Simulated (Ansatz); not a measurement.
An input meant for AlSi6 (charge 0, doublet).

A further run on the cluster AlSi₆ (the lowest doublet isomer of a short search).

```yaml
crystal:
  periodic: [false, false, false]
  atoms:
    - {symbol: Al, position_ang: [-1.475138, 0.696604, 0.867647]}
    - {symbol: Si, position_ang: [1.528846, -0.822059, -1.634644]}
    - {symbol: Si, position_ang: [-0.592264, -1.486338, -0.858129]}
    - {symbol: Si, position_ang: [-1.352225, -1.693255, 1.279998]}
    - {symbol: Si, position_ang: [0.249848, 2.398970, 0.717254]}
    - {symbol: Si, position_ang: [0.473876, 1.243957, -1.234230]}
    - {symbol: Si, position_ang: [1.167067, -0.337879, 0.862093]}
basis:
  gaussian: {orbitals: def2-SVP, nuclear_model: gaussian}
magnetization: {spin_polarized: true, initial_magnetization: 1}
hamiltonian: {xc: {name: HF}}
correlation: {active_space: {window: {electrons: 3, orbitals: 2}}}
scf: {lower_state_search: full}
output: {forces: true}
```

```sh
$ ansatz run in.yaml --threads 4 --pin off --events-out ev --progress --plain --max-ram 4787MiB
```

Output, abridged:

```
Error: invalid value for `correlation.active_space`: it starts from restricted Hartree–Fock orbitals; set hamiltonian.xc: hf without magnetization.spin_polarized
```
